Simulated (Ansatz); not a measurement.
Molecule: sum formula SiOF2 (charge 0, singlet). SMILES: F[Si](F)=O
Geometry from a B3LYP-D3(BJ)/def2-TZVP (Ansatz, an electronic-structure program) optimisation:
```xyz
4

Si     0.1224    -0.0385    -0.0248
O      1.5315    -0.4819    -0.3108
F     -0.6987    -0.2461     1.2977
F     -0.8530     0.7344    -0.9829
```

Atomisation energy built up term by term with Ansatz (kcal/mol; UHF references for open shells; valence terms freeze the core; atomic spin-orbit terms are left out). CBS(X,Y): correlation extrapolated as X^-3; Hartree-Fock from the larger set.

```json
[
 {"term": "Hartree-Fock", "basis": "cc-pV(Q+d)Z", "kcal/mol": "(withheld)"},
 {"term": "CCSD correlation", "basis": "CBS(cc-pV(T+d)Z,cc-pV(Q+d)Z)", "kcal/mol": "(withheld)"},
 {"term": "(T)", "basis": "CBS(cc-pV(T+d)Z,cc-pV(Q+d)Z)", "kcal/mol": "12.14"},
 {"term": "core correlation", "basis": "cc-pwCVTZ", "kcal/mol": "0.32"},
 {"term": "scalar relativity (X2C)", "basis": "cc-pVTZ-DK against cc-pVTZ", "kcal/mol": "-1.35"},
 {"term": "sum: De", "basis": "", "kcal/mol": "(withheld)"}
]
```

Question: Some entries are withheld; supply them.

Answer: 
- Hartree-Fock, kcal/mol: 284.03
- CCSD correlation, kcal/mol: 129.53
- sum: De, kcal/mol: 424.7
